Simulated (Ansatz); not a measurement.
Geometry optimisation, UKS PBE/def2-SVP in Ansatz 0.2.0.

input.yaml

```yaml
crystal:
  periodic: [false, false, false]
  atoms:
    - { symbol: O, position_ang: [-0.4592, -1.1659, 1.0039] }
    - { symbol: C, position_ang: [-0.3935, -0.4975, -0.0484] }
    - { symbol: Se, position_ang: [1.2414, 0.3637, -0.4816] }
    - { symbol: H, position_ang: [-1.1515, -0.4111, -0.7381] }
    - { symbol: H, position_ang: [0.8127, 1.6372, 0.2227] }
magnetization:
  spin_polarized: true
basis:
  gaussian: { orbitals: def2-SVP }
hamiltonian:
  xc: pbe
relax:
  f_tol: 0.02
  max_steps: 50
output:
  orbitals: {}
```

Run as:

```bash
$ ansatz run input.yaml --threads 2 --pin off --max-ram 3072MiB --backend cpu --events-out ev --progress --plain --runs-dir out
```

Where does it end, and by what steps?

The run converged. After 11 steps the energy has fallen by 0.801 eV; H5 moved furthest, 0.80 Å.

| step | energy less start (eV) | largest force component (eV/Å) | accepted |
| --- | --- | --- | --- |
| 0 | 0.0000 | 5.618 | yes |
| 1 | -0.3257 | 2.246 | yes |
| 2 | -0.0758 | 3.696 | no |
| 3 | -0.3748 | 1.499 | yes |
| 4 | -0.4353 | 0.787 | yes |
| 5 | -0.4804 | 0.819 | yes |
| 6 | -0.6632 | 0.605 | yes |
| 7 | -0.7741 | 0.269 | yes |
| 8 | -0.7987 | 0.247 | yes |
| 9 | -0.8013 | 0.078 | yes |
| 10 | -0.8014 | 0.026 | yes |
| 11 | -0.8014 | 0.002 | yes |

```xyz
5
Properties=species:S:1:pos:R:3
O -0.448 -1.650 0.607
C -0.349 -0.545 0.142
Se 1.333 0.456 0.093
H -1.200 0.035 -0.312
H 0.713 1.632 -0.571
```

Whether the end is a true minimum wasn't checked by a vibrational analysis.

Run time: 16 s on 2 threads of Intel(R) Xeon(R) Platinum 8259CL CPU @ 2.50GHz (Skylake/Cascade Lake) (shared host), peak memory 0.17 GiB.
